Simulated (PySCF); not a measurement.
TaF4, SMILES [F][Ta+]([F])([F])[F], charge +1, multiplicity 1.

The structure is a stationary point at B3LYP-D3(BJ)/def2-SVP. The multiplicity is an assumed one; other spin states were not compared. The isomer is the one that the SMILES or the coordinates give; other isomers of the formula were not compared. The def2 effective core potentials stand for the cores of Ta; spin–orbit coupling is left out.

All values below come from r2SCAN/def2-TZVP (PySCF).

The molecule is in vacuum.

Q: Estimate the frontier levels, gap, dipole moment and polarisability. (The exact figures need the calculation; the answer reports its results.)

A: 
```
Quantity                                                           Value
------------------------------------------------  ----------------------
highest occupied level                                         -18.01 eV
lowest empty level                                             -10.01 eV
orbital gap                                                      8.00 eV
dipole moment about the centre of nuclear charge                  0.00 D
mean static polarisability                          30.6 bohr³ (4.53 Å³)
polarisability, principal values                  30.6, 30.6, 30.6 bohr³
```
